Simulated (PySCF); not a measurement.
## Correlation energy of O (oxygen, neutral)

[He] 2s2 2p4, high-spin 3P determinant. All numbers are calculated (PySCF 2.14, the spin-free X2C one-electron Hamiltonian (Gaussian nucleus), in aug-cc-pVDZ-DK (4s3p2d, 23 functions)). Frozen: 1s2; 6 electrons correlated.

```
  level  correlation energy (mhartree)
   CCSD                        -127.30
    (T)                          -1.81
CCSD(T)                        -129.11
  CCSDT                        -129.39
```

Diagnostics: T1 = 0.0097, D1 = 0.0175, largest double amplitude 0.043.

Is a single reference adequate?

Yes: T1 lies below 0.03 and no double amplitude reaches 0.07.
